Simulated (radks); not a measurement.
The gold ion Au6+, configuration [Xe] 4f14 5d5. Method: Dirac Kohn-Sham, BLYP, spin-unpolarised, spherical densities, point nucleus; open shells fill j = l - 1/2 first; computed with a radial shooting solver on a logarithmic mesh with Libxc functionals.

Normalised radial functions P(r) = r R(r) (large component), r in bohr:

```
   r/bohr * 5s1/2, o 4f5/2 (the largest magnitude, 1.45, reaches the edge; | marks zero, & curves that meet)
0.0008425                             o*
 0.001115                             o *
 0.001475                             o *
 0.001952                             o *
 0.002582                             o  *
 0.003417                             o  *
 0.004521                             o   *
 0.005981                             o   *
 0.007914                             o   *
  0.01047                             o   *
  0.01385                             o *
  0.01833                             o*
  0.02426                           * o
  0.03209                        *    o
  0.04246                       *     o
  0.05618                        *    |o
  0.07434                            *| o
  0.09836                             |    &
   0.1301                             |       o*
   0.1722                             |     *       o
   0.2278                         *   |                    o
   0.3015                *            |                         o
   0.3989                    *        |                          o
   0.5278                             |     *                o
   0.6983                             |                o  *
   0.9239                             |         o            *
    1.222                             |   o          *
    1.617                             |o    *
     2.14                             o*
    2.832                             &
    3.747                             &
```

5s1/2: eigenvalue -194.30 eV, 4 radial nodes at r = 0.0198, 0.0797, 0.206, 0.479 bohr, <r> = 0.914 bohr, 90 % of the charge inside 1.30 bohr. 4f5/2: eigenvalue -171.03 eV, 0 radial nodes, <r> = 0.493 bohr, 90 % of the charge inside 0.791 bohr.
